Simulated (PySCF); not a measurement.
Species: 4-fluorothioanisole, C7H7FS.
Cartesian coordinates in Å at the PBE0-D3(BJ)/def2-SVP level; atoms count from 1:
```xyz
16
C7H7FS angstrom
C      2.8755   -0.6663    0.0142
S      2.0360    0.8089   -0.5760
C      0.3396    0.4624   -0.2422
C     -0.1308   -0.6957    0.3872
C     -1.4963   -0.8793    0.6045
C     -2.3913    0.0972    0.1943
F     -3.6976   -0.0757    0.3972
C     -1.9482    1.2592   -0.4291
C     -0.5879    1.4361   -0.6455
H      2.5344   -1.5676   -0.5163
H      2.7593   -0.8000    1.1001
H      3.9394   -0.5097   -0.2093
H      0.5598   -1.4716    0.7176
H     -1.8728   -1.7797    1.0935
H     -2.6752    2.0117   -0.7400
H     -0.2355    2.3458   -1.1384
```

All values: B3LYP/def2-SVPD (PySCF, non-relativistic), on one gas-phase PBE0-D3(BJ)/def2-SVP geometry that isn't relaxed in the solvent. The solvent is an IEF-PCM continuum (cavity from Bondi-type radii × 1.2). Only the electrostatic response of the medium enters.

Gas phase at B3LYP/def2-SVPD: HOMO -5.93 eV, LUMO -0.87 eV, dipole 1.99 D.

Problem. What does the continuum do to the energy, the frontier levels and the dipole at B3LYP/def2-SVPD in cyclohexane and water?

Solution. 
```csv
solvent,ε,E(solvent) − E(gas) (kcal/mol),polarisation term (kcal/mol),distortion of the solute (kcal/mol),HOMO (eV),LUMO (eV),dipole (D)
cyclohexane,2.017,-1.81,-1.92,0.11,-5.90,-0.82,2.24
water,78.36,-4.76,-5.58,0.82,-5.93,-0.80,2.66
```

Polarisation term: ½ Σ q·V over the induced surface charges. Distortion: the rise of the solute's own energy as its density leaves the gas-phase optimum. From cyclohexane to water the lowering changes by a factor 2.63, Onsager's factor (ε − 1)/(2ε + 1) by 2.43 and ε itself by 38.9.

Problem. Which radius a makes the point-dipole formula ΔE = −[(ε − 1)/(2ε + 1)]·μ²/a³ give the value in water, with the gas-phase dipole?

Solution. μ = 0.782 au and |ΔE| = 0.00758 Eh give a = 1.80 Å; the farthest nucleus lies 3.98 Å from the centroid of the nuclei, so such a sphere wouldn't even hold the nuclei. The formula assumes a rigid point dipole at the centre of a sphere.

Problem. Give the dipole vector in the frame of the coordinates (D, pointing from negative to positive charge), gas and water.

Solution. Gas (1.70, -1.00, 0.28), solvent (2.13, -1.53, 0.49). Its length changes by +34 % and its direction by 6°.

Problem. How does the static polarisability (B3LYP/def2-SVPD, frozen core, with the continuum's full static response) change?

Solution. 
| medium | isotropic (au) | principal values (au) | ⟨r²⟩ of the electrons (bohr²) |
| --- | --- | --- | --- |
| gas | 105.2 | 64.2, 106.2, 145.2 | 1657.5 |
| cyclohexane | 120.2 | 72.1, 122.9, 165.6 | 1657.2 |
| water | 150.0 | 93.9, 157.2, 198.9 | 1656.6 |

The isotropic value in water is 1.43 times the gas-phase one; no cavity-field correction is applied. ⟨r²⟩ is taken about the centre of nuclear charge.
